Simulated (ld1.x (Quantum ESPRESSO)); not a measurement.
# Varying the PAW potential for B

Base potential:

```
Element                 : boron
Generator               : ld1.x (Quantum ESPRESSO) 7.5
Type                    : PAW
Functional              : LDA (PZ)
Relativity              : scalar-relativistic
Frozen core             : [He]
Valence charge          : 3
Reference configuration : 2s2 2p1
Partial waves           : 2s (bound): rcut 0.90, rcutus 1.25 bohr; 2s channel at 1.65 Ry: rcut 0.90, rcutus 1.25 bohr; 2p (bound): rcut 2.10, rcutus 2.60 bohr; 2p channel at 0.55 Ry: rcut 2.10, rcutus 2.60 bohr; 3d channel at -0.1 Ry: rcut 1.80, rcutus 2.20 bohr
Local potential         : all-electron potential smoothed inside 1.45 bohr (lloc = -2)
Core correction         : a·sin(br)/r model core inside 1.15 bohr
Augmentation charge     : PSQ, inside the norm-conserving radii
```

Cutoffs, loose and tight: the cutoffs (Ry, on a coarse ladder) from which the occupation-weighted sum of valence levels, in a spherical-Bessel basis at the reference potential, stays within 10 and 1 mRy of its value at 400 Ry. They do not see the model core or the augmentation charge, which bear on the density cutoff. Test errors are all-electron minus pseudo excitation energies from the reference, over the configurations 2s2 2p0; 2s1 2p0; 2s2 2p0.5; 2s1 2p1; 2s1 2p2; 2s2 2p1.3; 2s0 2p3 (two spin-polarised tests are not counted in the largest error). A dash means not determined; rows that change the core or the reference have their own tests.

Cutoffs are not given where the Bessel-basis levels miss the radial ones by over 6 mRy, ghosts where they miss by over 20 mRy; a channel whose overlap is not positive is not tested.

A file whose overlap is not positive is unfit for use, and its test errors describe a broken file.

| change | outcome | cutoff, loose | cutoff, tight | bound ghosts | largest test error (meV) |
| --- | --- | --- | --- | --- | --- |
| base | generated | 18 Ry | 25 Ry | none | -7.8 |
| waves 2s (bound): rcut 0.90, rcutus 1.70 bohr; 2s channel at 1.65 Ry: rcut 0.90, rcutus 1.70 bohr | generated | 8 Ry | 10 Ry | none | -7.3 |
| functional PBE | generated | 18 Ry | 25 Ry | none | -4.9 |
| local potential all-electron potential smoothed inside 1.20 bohr (lloc = -1) | generated, overlap not positive | – | – | not determined (overlap not positive) | -7.8 |
| local potential all-electron potential smoothed inside 2.14 bohr (lloc = -2) | generated | 18 Ry | 25 Ry | none | -5.7 |
| waves 2p (bound): rcut 1.96, rcutus 2.08 bohr; 2p channel at 0.55 Ry: rcut 1.96, rcutus 2.08 bohr | generated | 18 Ry | 25 Ry | none | -7.2 |
| augmentation BESSEL, radius 0.80 bohr | generated | 18 Ry | 25 Ry | none | test run stopped at test 1 of 9 (negative rho) |
| core correction a·sin(br)/r model core inside 0.56 bohr | generated | 18 Ry | 25 Ry | none | -7.7 |
| wave 2p channel at 0.55 Ry: rcut 2.10, rcutus 2.60 bohr becomes 2p channel at 3.34 Ry: rcut 2.10, rcutus 2.60 bohr | generated | 18 Ry | 25 Ry | none | -7.8 |
| reference 2s2 2p0; added wave 3d channel at 1.5 Ry: rcut 1.80, rcutus 2.20 bohr | generated | 18 Ry | 25 Ry | none | +8.3 |
| wave 3d channel at -0.1 Ry: rcut 1.80, rcutus 2.20 bohr becomes 3d channel at -0.1 Ry: rcut 1.42, rcutus 1.50 bohr | generated | 18 Ry | 25 Ry | none | -7.8 |
| waves 2p (bound): rcut 2.10, rcutus 4.00 bohr; 2p channel at 0.55 Ry: rcut 2.10, rcutus 4.00 bohr | generated | 18 Ry | 25 Ry | none | -8.7 |

(1) What comes out with this change to the base: all radii but the core radius scaled by about 1.11 (s 1.38, p 2.88, d 2.44 bohr, rcut 1.00/2.32/2.00); local potential all-electron potential smoothed inside 1.60 bohr (lloc = -2)?

Answers

(1) outcome: generated; cutoff, loose: 10 Ry; cutoff, tight: 18 Ry; bound ghosts: none; largest test error (meV): -8.0.
